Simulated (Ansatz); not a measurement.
Basis sets compared for Cd6S5. Charge 0, multiplicity 1. Geometry PBE-D4/def2-SVP. Ansatz on 4 threads of Arm Neoverse V1 on a shared host; times are rough, and most runs start from earlier orbitals.

```xyz
11

Cd   -1.4639   -1.4987   -1.7367
Cd    0.4784    2.0880   -1.7003
Cd    0.8449   -0.2101    0.4608
Cd    2.3151    1.5956    3.0996
Cd    2.4994   -1.7042    2.7393
Cd   -0.6477    3.8119   -3.7743
S    -0.3807   -2.0129    1.6794
S    -2.3627   -1.3717    1.2480
S     0.5886   -0.4287   -2.2609
S    -3.1442   -2.5117   -0.3844
S     1.2728    2.2425    0.6296
```

In the def2 sets Cd takes a core potential; there is no spin–orbit coupling. The structure comes from a short search, and lower isomers may exist.

Binding counts from free atoms (Cd singlet, S triplet) in the same basis, without a counterpoise term.

| level | functions | energy (Eh) | HOMO (eV) | LUMO (eV) | binding per atom (eV) | wall time |
| --- | --- | --- | --- | --- | --- | --- |
| PBE-D4/def2-SVP | 276 | -2996.1678 | -4.80 | -3.86 | 1.70 | 8.5 s |
| PBE0-D4/def2-SVP | 276 | -2996.2451 | -5.14 | -3.47 | 1.61 | 19 s |

Estimate the rows for PBE-D4/def2-TZVP, PBE0-D4/def2-TZVP (with forces).


```csv
level,functions,energy (Eh),HOMO (eV),LUMO (eV),binding per atom (eV),wall time
PBE-D4/def2-TZVP,425,-2997.1098,-4.82,-3.88,1.69,14 s
PBE0-D4/def2-TZVP (with forces),425,-2997.1720,-5.15,-3.48,1.62,49 s
```
